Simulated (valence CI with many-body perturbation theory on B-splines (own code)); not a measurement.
## Au73+: calculated level list

Computed by valence CI with perturbative core correlation (CI+MBPT): four valence electrons over a frozen Dirac-Fock core [He], a basis of 9 s, 9 p, 8 d, 6 f, 3 g, 1 h functions for each j, with the one-electron correlation potential Σ1 (screened to all orders), the two-electron term Σ2, the three-electron term Σ3, Breit, model QED; selected single and double excitations, second order for the rest, scaled by the run's own slope (own B-spline code, finite nucleus).

No measured spectrum was set against this ion. As an estimate, large intervals hold to a few tenths of a per cent, small ones and those within an open d or f shell to about a per cent.

Levels 1 to 40 of 40, with energies above the lowest level, (2s^2 2p1/2^2) J=0. "Leading %" is the weight of the configuration and term that name the level; weights of strongly mixed levels are sums over their largest components and can fall short, so below about 35 % the name and the second component can differ from the true leading terms, or belong to a minority configuration. In the jj column 3d3/2^4 stands for four electrons in 3d with j = 3/2. Lifetimes count E1, E2, E3, M1 and M2 decay at the calculated energies, and are blank where another channel may lead or the interval is too uncertain; long ones can be off by a factor of two.

```csv
No.,Configuration,Term,J,E (eV),Leading %,g,Lifetime,Leading jj
1,2s2 2p2,3P,0,0,68,,,2s^2 2p1/2^2 (100 %)
2,2s2 2p2,3P,1,1916,100,1.464,23.5 ps,2s^2 2p1/2 2p3/2 (100 %)
3,2s2 2p2,1D,2,1934,66,1.126,3.35 ns,2s^2 2p1/2 2p3/2 (100 %)
4,2s 2p3,3P°,2,2253,49,1.479,25.2 ps,2s 2p1/2^2 2p3/2 (100 %)
5,2s 2p3,1P°,1,2350,31,1.111,41.6 fs,2s 2p1/2^2 2p3/2 (100 %)
6,2s2 2p2,3P,2,3879,65,1.287,5.81 ps,2s^2 2p3/2^2 (99 %)
7,2s2 2p2,1S,0,3949,67,,5.31 ps,2s^2 2p3/2^2 (99 %)
8,2s 2p3,5S°,2,4139,50,1.542,176 fs,2s 2p1/2 2p3/2^2 (100 %)
9,2s 2p3,3D°,3,4184,100,1.287,186 fs,2s 2p1/2 2p3/2^2 (100 %)
10,2s 2p3,3P°,0,4256,100,,53.4 fs,2s 2p1/2 2p3/2^2 (100 %)
11,2s 2p3,3S°,1,4280,54,1.296,27.0 fs,2s 2p1/2 2p3/2^2 (100 %)
12,2s 2p3,1D°,2,4289,74,1.039,27.6 fs,2s 2p1/2 2p3/2^2 (100 %)
13,2s 2p3,3P°,1,4294,64,1.282,48.5 fs,2s 2p1/2 2p3/2^2 (100 %)
14,2p4,3P,2,4645,67,1.298,28.7 fs,2p1/2^2 2p3/2^2 (99 %)
15,2p4,1S,0,4717,65,,26.3 fs,2p1/2^2 2p3/2^2 (99 %)
16,2s 2p3,3P°,2,6168,51,1.433,55.8 fs,2s 2p3/2^3 (100 %)
17,2s 2p3,1P°,1,6263,36,1.145,22.5 fs,2s 2p3/2^3 (100 %)
18,2p4,3P,1,6581,100,1.464,18.3 fs,2p1/2 2p3/2^3 (100 %)
19,2p4,1D,2,6599,68,1.116,18.8 fs,2p1/2 2p3/2^3 (100 %)
20,2p4,3P,0,8576,65,,13.8 fs,2p3/2^4 (100 %)
21,2s2 2p 3s,3P°,0,12160,100,,3.10 fs,2s^2 2p1/2 3s (100 %)
22,2s2 2p 3s,3P°,1,12164,67,1.294,2.58 fs,2s^2 2p1/2 3s (100 %)
23,2s2 2p 3p,3D,1,12259,74,0.626,196 fs,2s^2 2p1/2 3p1/2 (100 %)
24,2s2 2p 3p,3P,0,12313,67,,109 fs,2s^2 2p1/2 3p1/2 (99 %)
25,2s 2p2 3s,5P,1,12471,40,1.989,3.11 fs,2s 2p1/2^2 3s (99 %)
26,2s 2p2 3s,3P,0,12513,68,,3.31 fs,2s 2p1/2^2 3s (99 %)
27,2s 2p2 3p,3P°,1,12578,33,1.324,1.40 fs,2s 2p1/2^2 3p1/2 (100 %)
28,2s 2p2 3p,3P°,0,12579,53,,129 fs,2s 2p1/2^2 3p1/2 (99 %)
29,2s2 2p 3p,3D,2,12850,51,1.140,120 fs,2s^2 2p1/2 3p3/2 (100 %)
30,2s2 2p 3p,3P,1,12851,49,1.494,155 fs,2s^2 2p1/2 3p3/2 (100 %)
31,2s2 2p 3d,3F°,2,12920,75,0.737,2.85 fs,2s^2 2p1/2 3d3/2 (100 %)
32,2s2 2p 3d,3D°,1,12948,50,0.825,340 as,2s^2 2p1/2 3d3/2 (100 %)
33,2s2 2p 3d,3P°,2,13081,46,1.283,500 as,2s^2 2p1/2 3d5/2 (97 %)
34,2s2 2p 3d,3F°,3,13086,45,1.088,501 as,2s^2 2p1/2 3d5/2 (100 %)
35,2s 2p2 3p,3P°,2,13163,36,1.484,15.6 fs,2s 2p1/2^2 3p3/2 (97 %)
36,2s 2p2 3p,3D°,1,13169,30,1.142,1.48 fs,2s 2p1/2^2 3p3/2 (100 %)
37,2s 2p2 3d,3D,1,13233,48,0.474,3.12 fs,2s 2p1/2^2 3d3/2 (100 %)
38,2s 2p2 3d,3D,2,13239,30,1.098,2.66 fs,2s 2p1/2^2 3d3/2 (99 %)
39,2s 2p2 3d,3D,3,13390,39,1.321,502 as,2s 2p1/2^2 3d5/2 (100 %)
40,2s 2p2 3d,3F,2,13408,26,1.036,511 as,2s 2p1/2^2 3d5/2 (99 %)
```

The ionisation energy to 2s2 2p 2P°_1/2 of the next ion comes out as 21474 eV (NIST: 21470 ± 90 eV (theoretical)). All 40 levels together are meant to be complete up to 13437 eV.
